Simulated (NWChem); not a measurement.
C2H3NO2Si; SMILES O=C1C=N[SiH2]O1

```xyz
9

O     -0.2135     2.3113     0.0000
C     -0.0695     1.1274     0.0000
C      1.2692     0.3919     0.0000
N      1.2745    -0.8789     0.0000
Si    -0.4336    -1.3624     0.0000
O     -1.0737     0.2242     0.0000
H      2.1842     1.0065     0.0000
H     -0.8239    -2.0856     1.2330
H     -0.8239    -2.0856    -1.2330
```
Atoms are numbered in this order, from 1.

Computed with NWChem. Pople sets run with spherical d functions. Geometry: optimised at PBE0/def2-SVP. Atomic charges in e: unrestrained fits to the electrostatic potential beside Mulliken populations; buried atoms are poorly determined by the fit.

Task: Predict the results for Hartree-Fock/6-31G*. Quantities: ESP O1; Mulliken O1; ESP C2; Mulliken C2; ESP C3; Mulliken C3; ESP N4; Mulliken N4; ESP Si5; Mulliken Si5; relative RMS misfit of the potential (%).

Result: 
- ESP O1: -0.57
- Mulliken O1: -0.52
- ESP C2: 0.78
- Mulliken C2: 0.81
- ESP C3: 0.20
- Mulliken C3: -0.02
- ESP N4: -0.62
- Mulliken N4: -0.57
- ESP Si5: 1.02
- Mulliken Si5: 1.10
- relative RMS misfit of the potential (%): 21
